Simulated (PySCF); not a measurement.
Question: Write Cartesian coordinates for `O=C([O-])C1=CON=C1` as optimised with PBE0-D3(BJ)/def2-SVP. (Charge -1.)

Answer: 
```
atom  x, y, z in Å
O1     1.6425   -0.5362   -1.7884
C2     1.3165    0.3910   -1.0256
O3     1.7794    1.5366   -0.8845
C4     0.1376    0.0581   -0.0981
C5    -0.6231   -1.1415   -0.0102
N6    -1.5630   -1.0896    0.9010
O7    -1.4595    0.1608    1.4574
C8    -0.4549    0.8236    0.8590
H9    -0.4818   -2.0395   -0.6122
H10   -0.2578    1.8365    1.2027
```

Any rigid rotation of these coordinates is as good. Atoms count from 1 in this order. C2 (carboxylate carbon) is planar (angles 131.2°, 114.6° and 114.2°, sum 360.0°, 0.00 Å off the plane of its three neighbours). C8 (aromatic CH next to a ring oxygen) is planar (angles 131.8°, 117.0° and 111.2°, sum 360.0°, 0.00 Å off the plane of its three neighbours). Of the pairs four or more bonds apart, O1···H9 is among the closest relative to their van der Waals radii: 2.86 Å, 105 % of the sum of Bondi's values. The 3 C–C bonds span 1.361 Å (C4–C8, aromatic) to 1.536 Å (C2–C4, drawn single), a spread of 0.175 Å.

Bonds between heavy atoms (Å): O1=C2 1.244, C2–O3 1.244, C2–C4 1.536, C4–C5 1.423, C5–N6 1.310, N6–O7 1.373, O7–C8 1.344, C4–C8 1.361.

Computed with PBE0-D3(BJ)/def2-SVP geometry optimisation, gas phase in PySCF.

Point group: Cs (tolerance 0.08 Å). Not checked by PBE0-D3(BJ)/def2-SVP frequencies. The geometry's basis has no diffuse functions, a weakness for an anion.

Cost: about 2.1 min of CPU time on one thread; the machine was shared, so the figure is rough. That covers the optimisation of the geometry.
